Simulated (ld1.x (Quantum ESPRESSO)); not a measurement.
## Before and after: TM semilocal potential for sulfur

| Quantity | Value |
| --- | --- |
| Element | S (Z = 16) |
| Generator | ld1.x (Quantum ESPRESSO) 7.5 |
| Type | norm-conserving Troullier–Martins (semilocal form) |
| Functional | LDA (PZ) |
| Relativity | scalar-relativistic |
| Frozen core | [Ne] |
| Valence charge | 6 |
| Reference configuration | 3s2 3p4 |
| Partial waves | 3p (bound): rc 1.50 bohr; 3s (bound): rc 1.45 bohr |
| Local potential | the s channel |
| Core correction | a·sin(br)/r model core inside 1.20 bohr |

All-electron outer shells of the reference configuration (LDA (PZ), scalar-relativistic, ld1.x):

```tsv
shell	level (eV)	outermost node (bohr)	outermost maximum (bohr)
2s	-210.79	0.13	0.39
2p	-156.52	–	0.33
3s	-17.28	0.60	1.40
3p	-7.11	0.58	1.59
```

Change: wave 3s (bound): rc 1.45 bohr becomes 3s (bound): rc 1.10 bohr.

Cutoffs: the cutoffs (Ry, on a coarse ladder) from which the occupation-weighted sum of valence levels, in a spherical-Bessel basis at the reference potential, stays within 10 and 1 mRy of its value at 400 Ry; they do not see the model core or the augmentation charge, which bear on the density cutoff. Errors are all-electron minus pseudo energies relative to the spin-unpolarised reference configuration.

Task: What does the change do?

Result: The potential gets harder (40 Ry and 60 Ry → 60 Ry and 140 Ry); of the 9 tests that both files solve, the error grows in 3 and shrinks in 1 by more than 15 % and 0.3 meV (median size 5.8 → 5.0 meV); neither file shows a bound ghost. A smaller radius makes the pseudo-wave follow the all-electron one further in, where it bends more sharply, so more plane waves are needed. A semilocal file is local in each channel, so a ghost entry of none says nothing of the separable form that plane-wave codes build from it.

```csv
quantity,base,changed
"cutoff, loose",40 Ry,60 Ry
"cutoff, tight",60 Ry,140 Ry
loose cutoff by channel (10 mRy a level),"p 10 Ry, s 21 Ry","p 10 Ry, s 50 Ry"
bound ghosts,none,none
"error for 3s2 3p3, meV [ΔE 11.86 eV]",+3.1,+3.6
"error for 3s2 3p2, meV [ΔE 34.24 eV]",+25,+29
"error for 3s2 3p1, meV [ΔE 68.39 eV]",+95,+110
"error for 3s0 3p6, meV [ΔE 20.61 eV]",+2.4,+0.9
"error for 3s1 3p4, meV [ΔE 22.66 eV]",+5.8,+5.0
"error for 3s2 3p3.5, meV [ΔE 4.71 eV]",+0.4,+0.4
"error for 3s2 3p4.3, meV [ΔE -1.74 eV]",+0.3,+0.3
"error for 3s2 3p4 (spin-polarised), meV [ΔE -0.71 eV]",+32,+33
"error for 3s2 3p3 (spin-polarised), meV [ΔE 9.90 eV]",+100,+102
s: phases at 1.64 bohr within 0.05 rad from the reference energy up to (Ry; the scan ends near 5),to the end of the scan,4.1
p: phases at 1.64 bohr within 0.05 rad from the reference energy up to (Ry; the scan ends near 5),to the end of the scan,to the end of the scan
```
